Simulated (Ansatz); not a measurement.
Reactions of `BC(B)[SiH3]`.

Isolated molecules relaxed with PBE0-D4/def2-TZVP in Ansatz; ΔE leaves out vibrations. CBS: MP2 limit from def2 TZ/QZ plus the TZ coupled-cluster correction, frozen cores. This one scheme is used for every species. Double bonds are as drawn, so ΔE can hold a change between cis and trans. DFT in def2-TZVPP. For Br, Se outer-core shells are correlated without core-valence functions, which leaves a few kJ/mol of doubt a bond. Scalar relativity is left out up to krypton. One conformer a species, not always the lowest.

```
                                                       reaction  MP2/CBS(def2) (eV)  ωB97X-V (eV)  PBE-D4 (eV)
  `BC(B)[SiH3]` + `CO[SiH](O)Br` → `CO[SiH](Br)O[SiH3]` + `BCB`               -0.74         -0.78        -0.55
      `BC(B)[SiH3]` + `C#C/C=C/C` → `C#C/C=C\[SiH3]` + `BC(B)C`                0.58          0.54         0.61
             `BC(B)[SiH3]` + `CC[SeH]` → `B[Se]CC` + `BC[SiH3]`               -0.70         -0.65        -0.68
`BC(B)[SiH3]` + `N=C(O)[SiH3]` → `B/N=C(/O)[SiH3]` + `BC[SiH3]`               -0.75         -0.78        -0.86
                      `BC(B)[SiH3]` + H–F → `BC(F)[SiH3]` + BH₃                1.87          1.49         1.61
                              `BC(B)[SiH3]` + H₂ → `BCB` + SiH₄                0.21          0.04         0.18
                          `BC(B)[SiH3]` + H₂ → `BC[SiH3]` + BH₃                0.30          0.17         0.37
            `BC(B)[SiH3]` + `C#CSCO` → `BSCO` + `BC([SiH3])C#C`               -0.77         -0.79        -0.74
              `BC(B)[SiH3]` + `CC(N)F` → `BCC(N)F` + `BC[SiH3]`                0.40          0.32         0.42
                               `BC(B)[SiH3]` → `BCB` + `[SiH2]`                3.01          2.83         2.85
```

Problem. Give the CCSD(T)/CBS values in the same order. (Best estimate.)

Solution. The calculation gave: -0.75, 0.56, -0.69, -0.75, 1.71, 0.12, 0.23, -0.80, 0.37, 2.77 eV.

Largest T1 diagnostic: 0.015, for `B/N=C(/O)[SiH3]`.
